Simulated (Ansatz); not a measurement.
`N[Si]F` + HBr → `N[Si]Br` + H–F at 600 K and 1 bar (ligand exchange at the Si–F bond).

Computed with Ansatz on PBE0-D4/def2-TZVP structures; ΔE is electronic, products minus reactants. CBS: MP2 limit from def2 TZ/QZ plus the TZ coupled-cluster correction, frozen cores. This one scheme is used for every species. For Br outer-core shells are correlated without core-valence functions, which leaves a few kJ/mol of doubt a bond. Scalar relativity is left out up to krypton. One conformer a species, not always the lowest.

```tsv
species	CCSD(T)/CBS energy (Eh)	H − E (kJ/mol)	S (J/(mol·K))
`N[Si]F`	-444.84306	109.0	318.2
HBr	-2573.91920	33.5	219.1
`N[Si]Br`	-2918.35423	107.8	343.7
H–F	-100.39570	42.3	194.0
```

H − E and S are ideal-gas, rigid-rotor, harmonic terms from PBE0-D4/def2-TZVP, for one conformer and one mirror image of each species. 1 Eh = 2625.50 kJ/mol, R = 8.31446 J/(mol·K).

**Question.** By hand: ΔE, ΔH, ΔS and ΔG.

**Answer.** ΔE = (-2918.35423) + (-100.39570) − (-444.84306) − (-2573.91920) = 0.01233 Eh = 32.4 kJ/mol. Δ(H − E) = 107.8 + 42.3 − 109.0 − 33.5 = 7.6, so ΔH = 40.0 kJ/mol. ΔS = 343.7 + 194.0 − 318.2 − 219.1 = 0.4 J/(mol·K). ΔG = 40.0 − 600 × (0.4)/1000 = 39.8 kJ/mol.

**Question.** By hand: the equilibrium constant, and the temperature at which ΔG would vanish if ΔH and ΔS stayed fixed.

**Answer.** log₁₀ K = −ΔG/(RT ln 10) = -3.5. ΔG = 0 at ΔH/ΔS = 100000 K, far beyond where these terms or the molecules hold.

The number of gas molecules stays the same, so ΔS is small and ΔH decides. A doubt of 5 kJ/mol in ΔE shifts log₁₀ K by 0.4 here. Other conformers and mirror images would add mixing entropy, several J/(mol·K) or more a flexible species. These are equilibria of isolated gas molecules and say nothing of rates. Largest T1 diagnostic: 0.014 (customary marks: 0.02 for closed shells, 0.045 for open ones).
